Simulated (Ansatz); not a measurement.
Input file for Ansatz (a quantum-chemistry and plane-wave program): R-wB97X-V/def2-TZVPPD on C4H8O (a complex), monomers drawn apart or pushed together. Files ending in .json are basis or fitting sets from the Basis Set Exchange.

Ansatz 0.2 input:
```yaml
crystal:
  periodic: [false, false, false]
  atoms:
    - {symbol: C, position_ang: [0.53634921, 0.04168888, -0.21938464]}
    - {symbol: C, position_ang: [0.05303610, 0.00578378, 0.87660521]}
    - {symbol: H, position_ang: [0.96403451, 0.07326800, -1.19150030]}
    - {symbol: H, position_ang: [-0.37419022, -0.02476966, 1.85746947]}
    - {symbol: C, position_ang: [-0.43980576, 1.36333790, 4.15059960]}
    - {symbol: O, position_ang: [-0.71708274, 0.04066075, 3.73491104]}
    - {symbol: C, position_ang: [0.14085998, -0.90931143, 4.33543546]}
    - {symbol: H, position_ang: [0.58388840, 1.65716022, 3.88746387]}
    - {symbol: H, position_ang: [-0.56945588, 1.47200477, 5.23414666]}
    - {symbol: H, position_ang: [-1.14224393, 2.01885780, 3.63882898]}
    - {symbol: H, position_ang: [1.19016924, -0.71549325, 4.08064821]}
    - {symbol: H, position_ang: [-0.14351198, -1.88939046, 3.95646714]}
    - {symbol: H, position_ang: [0.03660979, -0.90095829, 5.42710773]}
basis:
  gaussian:
    orbitals: def2-TZVPPD.json
hamiltonian:
  xc: {name: wB97X-V}
scf: {lower_state_search: off}
```

The head of its log:

```
WARN ansatz: RAYON_NUM_THREADS=1 ignored (pool sized by the plan → 1); use --threads N
Functional definition: wB97X-V
these checks for a lower state are left out or cut short: stability, starts, cluster_reference, orbital_swaps, neighbouring_geometries, increment
integrals: 0.33 GiB planned
1352 factors; their error is unknown
integrals: 0.37 GiB planned
445 factors; integrals over basis functions are off by at most 4.0e-5 eV
mean field: 2.08 GiB planned
mean field evaluation 1: about -6318.9663 eV, gradient 4.5e1 eV
mean field evaluation 2: about -6321.3393 eV, gradient 3.3e1 eV
```

**Question.** Predict the final total energy.

**Answer.** -232.3754 hartree.
